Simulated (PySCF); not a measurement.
From one molecule to another.

First species: C₆H₁₃N₃Si.
Numbering: `[CH3:1][CH:2]([CH3:3])[CH2:4][n:5]1[n:6][n:7][cH:8][c:9]1[SiH3:10]` (hydrogens: H11, H12, H13 on C1; H14 on C2; H15, H16, H17 on C3; H18, H19 on C4; H20 on C8; H21, H22, H23 on Si10)

Second species: C4H14OSi3.
InChI=1S/C4H14OSi3/c1-4(2,6)3(5)8-7/h8H2,1-2,6-7H3

Levels: PBE0/pcSseg-1 for dipole moment, HOMO energy, LUMO energy and HOMO–LUMO gap; GFN2-xTB for rotational constant A and rotational constant C. Geometries: GFN2-xTB. Each species is one conformer at its optimised geometry, gas phase, non-relativistic unless stated. Electronic properties by PySCF.

Dipoles, sizes and rotational constants follow the conformer. The torsions of the flexible species, by atom-mapped SMILES:
- `[CH3:1][CH:2]([CH3:3])[CH2:4][n:5]1[n:6][n:7][cH:8][c:9]1[SiH3:10]`: C1–C2–C4–N5 172°, C2–C4–N5–N6 96°
- `[CH3:1][C:2]([CH3:3])([SiH3:4])[C:5](=[O:6])[SiH2:7][SiH3:8]`: C1–C2–C5–O6 30°, C2–C5–Si7–Si8 93°

```csv
property,column X,column Y
dipole moment,2.46 D,4.31 D
HOMO energy,-6.76 eV,-7.55 eV
LUMO energy,-1.39 eV,-0.45 eV
HOMO–LUMO gap,5.37 eV,7.10 eV
rotational constant A,1.907 GHz,1.504 GHz
rotational constant C,0.636 GHz,0.629 GHz
```

Q: Which column belongs to which species?

A: Column X is the second species and column Y the first. The first has 23 atoms and 84 electrons, the second 22 and 88.

Q: How does each property change from the first species to the second?

A: dipole moment -1.85 D; HOMO energy +0.79 eV; LUMO energy -0.94 eV; HOMO–LUMO gap -1.73 eV; rotational constant A +0.403 GHz; rotational constant C +0.007 GHz.

On the first: The dipole equals about 14.4 × 10⁻³⁰ C·m (1 D = 3.33564 × 10⁻³⁰ C·m). GFN2-xTB frequencies show an imaginary mode (20i cm⁻¹), so this geometry is no minimum at that level.

On the second: The dipole equals about 8.2 × 10⁻³⁰ C·m (1 D = 3.33564 × 10⁻³⁰ C·m). GFN2-xTB frequencies show an imaginary mode (41i cm⁻¹), so this geometry is no minimum at that level.
